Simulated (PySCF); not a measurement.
Vertical excitations of a molecule C4H5Br from TDDFT-M06-2X/def2-SVPD run with PySCF, as energy in eV (oscillator strength): 5.85 (0.000), 6.42 (0.233), 6.77 (0.003), 6.78 (0.008), 6.86 (0.000), 7.28 (0.002), 7.50 (0.013), 7.62 (0.000), 7.89 (0.002), 8.00 (0.000). Lowest triplet (TDA): 4.35 eV. The structure is a stationary point at PBE-D3(BJ)/def2-SVP. One conformer was computed; it need not be the lowest.

### Question
Which molecule gave these data?
(A) BrC1=CCC1
(B) C=C/C=C/Br
(C) C=CC(=C)Br
(D) C#CCCBr

### Answer
A, BrC1=CCC1
